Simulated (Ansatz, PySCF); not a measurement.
Gas-phase reaction (SMILES): CC(C)N([SiH3])[SiH3] + 5 [H][H] (H2) → 3 C (CH4) + N (NH3) + 2 [SiH4] (SiH4); energy of full hydrogenation.

Structures are relaxed separately at B3LYP-D3(BJ)/def2-TZVP in Ansatz (a quantum-chemistry and plane-wave program), one conformer each, not searched for the lowest. Cores are frozen in the correlated levels unless marked. No spin-orbit coupling. No relativistic terms. CBS(X,Y): correlation extrapolated as X^-3; Hartree-Fock from the larger set. The bracket is a focal-point correction in the basis named. Thermal terms are rigid-rotor harmonic-oscillator values from B3LYP-D3(BJ) frequencies (Ansatz or PySCF) at 298.15 K and 1 atm. 1 Eh = 627.5095 kcal/mol.

| species | E, RI-MP2/CBS(aug-cc-pV(T+d)Z,aug-cc-pV(Q+d)Z)+[CCSD(T)-MP2]/aug-cc-pV(T+d)Z (Ansatz) (Eh) | E, r2SCAN-D4/def2-TZVPD (Ansatz + dftd4) (Eh) | H - E (Eh) |
|---|---|---|---|
| CC(C)N([SiH3])[SiH3] | -754.87274 | -755.83344 | 0.16226 |
| [H][H] (H2) | -1.17524 | -1.17100 | 0.01336 |
| C (CH4) | -40.46129 | -40.49957 | 0.04840 |
| N (NH3) | -56.50756 | -56.54744 | 0.03799 |
| [SiH4] (SiH4) | -291.46108 | -291.85367 | 0.03520 |

**Question.** Work out ΔE and ΔH at 298.15 K at the first level, then ΔH at the second.

**Answer.** 
1. ΔE = [3×(-40.46129) + (-56.50756) + 2×(-291.46108)] - [(-754.87274) + 5×(-1.17524)] = -0.06465 Eh = -40.6 kcal/mol at RI-MP2/CBS(aug-cc-pV(T+d)Z,aug-cc-pV(Q+d)Z)+[CCSD(T)-MP2]/aug-cc-pV(T+d)Z.
2. The terms H - E add up to 0.02453 Eh, so ΔH = (-0.06465 + (0.02453))×627.5095 = -25.2 kcal/mol.
3. At r2SCAN-D4/def2-TZVPD the same steps give ΔE = -40.8 and ΔH = -25.4 kcal/mol, a shift of -0.2 from the first level.
4. These values are not checked against measurement here, since the tables used lack a sound gas-phase enthalpy of formation for at least one species.
